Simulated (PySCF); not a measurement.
Mapped SMILES: `[O:1]=[C:2]1[CH:3]=[C:4]([C:5]([F:6])([F:7])[F:8])[CH2:9]1`. Hydrogens are named by the atom that carries them.

All values are calculated (PySCF 2.14): PBE0/pcSseg-1 with gauge-including orbitals, geometry: GFN2-xTB. Isolated molecule, relativity neglected, equivalent nuclei averaged, a single conformation.

Problem. List the cross peaks expected in HSQC, COSY and HMBC spectra.

Solution. 

HSQC (one-bond C–H):
```csv
δH,δC
6.51 (H(C3)),149.9 (C3)
3.52 (H(C9)),51.7 (C9)
```

HMBC (two and three bonds, from the bond graph):
```csv
δH,δC
6.51 (H(C3)),"186.0 (C2), 169.2 (C4), 130.8 (C5), 51.7 (C9)"
3.52 (H(C9)),"186.0 (C2), 169.2 (C4), 149.9 (C3), 130.8 (C5)"
```

No COSY cross peaks are expected.

Shifts are taken against calculated references (same method and geometry level): 1H, 13C against TMS.

Shifts are as computed. Against solution values, carbons near 30 ppm lie about +3 ppm off and those near 130 ppm about +5 ppm. Of 1211 compounds with measured shifts, 218 miss one by over three times the rms of a fit or turn the order of signals round; such compounds aren't used in these exercises.
